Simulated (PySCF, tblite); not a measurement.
Isomers of C8H9ClSi. Computed with GFN2-xTB (tblite): harmonic, unscaled wavenumbers at the GFN2-xTB geometry, gas phase. The method is semi-empirical: single wavenumbers can be off by several per cent or more. Modes of hydrogen on silicon can be 10 to 20 % off. One conformer each.

Electronic energies: PBE0/pcSseg-1 single points on the GFN2-xTB geometries (PySCF, gas phase).

| SMILES | electronic energy, lowest = 0 (kJ/mol) |
| --- | --- |
| C#CC#C[C@@H](Cl)[C@H]1CC[SiH2]1 | 358.4 |
| C#C/C=C1/[SiH2]C(=C)C[C@@H]1Cl | 231.1 |
| C#CC#C[C@@H](Cl)[C@@H]1CC[SiH2]1 | 355.6 |
| C=CC#C[Si]1(Cl)CC=CC1 | 0.0 |
| C#CC1=C(C[SiH2]Cl)C=CC1 | 48.2 |
| C#CCC1=C[SiH2]C=C(Cl)C1 | 195.6 |

Task: How do GFN2-xTB zero-point energies change the relative energies?

Result: 
| SMILES | ZPE (kJ/mol) | of it from modes above 1550 cm⁻¹ | electronic (kJ/mol) | with ZPE, lowest = 0 (kJ/mol) | lowest mode (cm⁻¹) | rings |
| --- | --- | --- | --- | --- | --- | --- |
| C=CC#C[Si]1(Cl)CC=CC1 | 366.8 | 197.2 | 0.0 | 0.0 | 13i | 1 |
| C#CC1=C(C[SiH2]Cl)C=CC1 | 354.2 | 188.5 | 48.2 | 35.6 | 27 | 1 |
| C#CCC1=C[SiH2]C=C(Cl)C1 | 353.5 | 187.3 | 195.6 | 182.3 | 29 | 1 |
| C#C/C=C1/[SiH2]C(=C)C[C@@H]1Cl | 352.8 | 188.9 | 231.1 | 217.1 | 31 | 1 |
| C#CC#C[C@@H](Cl)[C@@H]1CC[SiH2]1 | 351.6 | 182.0 | 355.6 | 340.4 | 36 | 1 |
| C#CC#C[C@@H](Cl)[C@H]1CC[SiH2]1 | 351.8 | 181.9 | 358.4 | 343.4 | 35 | 1 |

The zero-point energies span 15.2 kJ/mol, from `C#CC#C[C@@H](Cl)[C@@H]1CC[SiH2]1` to `C=CC#C[Si]1(Cl)CC=CC1`. Slightly imaginary modes are left out of the zero-point energy: `C=CC#C[Si]1(Cl)CC=CC1` 13.2i cm⁻¹. The order is unchanged.

Task: And how do the electronic energies of GFN2-xTB itself compare?

Result: `C=CC#C[Si]1(Cl)CC=CC1` 101.4; `C#CC1=C(C[SiH2]Cl)C=CC1` 0.0; `C#CCC1=C[SiH2]C=C(Cl)C1` 166.1; `C#C/C=C1/[SiH2]C(=C)C[C@@H]1Cl` 193.8; `C#CC#C[C@@H](Cl)[C@@H]1CC[SiH2]1` 277.3; `C#CC#C[C@@H](Cl)[C@H]1CC[SiH2]1` 276.6 kJ/mol, lowest = 0. Against the energies above, taken from the same isomer `C=CC#C[Si]1(Cl)CC=CC1`, the largest difference is 183.2 kJ/mol.

Task: What do entropy and thermal enthalpy add at 298.15 K and 1 bar (rigid rotor, harmonic oscillator, one conformer each)?

Result: 
| SMILES | point group | symmetry number | S (J/(mol K)) | H − H(0) (kJ/mol) | ZPE + H − H(0) − TS (kJ/mol) |
| --- | --- | --- | --- | --- | --- |
| C#CC1=C(C[SiH2]Cl)C=CC1 | C1 | 1 | 457.9 | 32.84 | 250.5 |
| C#CCC1=C[SiH2]C=C(Cl)C1 | C1 | 1 | 449.6 | 32.53 | 252.0 |
| C#C/C=C1/[SiH2]C(=C)C[C@@H]1Cl | C1 | 1 | 445.2 | 32.67 | 252.7 |
| C#CC#C[C@@H](Cl)[C@@H]1CC[SiH2]1 | C1 | 1 | 466.8 | 34.55 | 247.0 |
| C#CC#C[C@@H](Cl)[C@H]1CC[SiH2]1 | C1 | 1 | 466.8 | 34.54 | 247.1 |

Not tabulated: `C=CC#C[Si]1(Cl)CC=CC1` (lowest mode only 13i cm⁻¹).
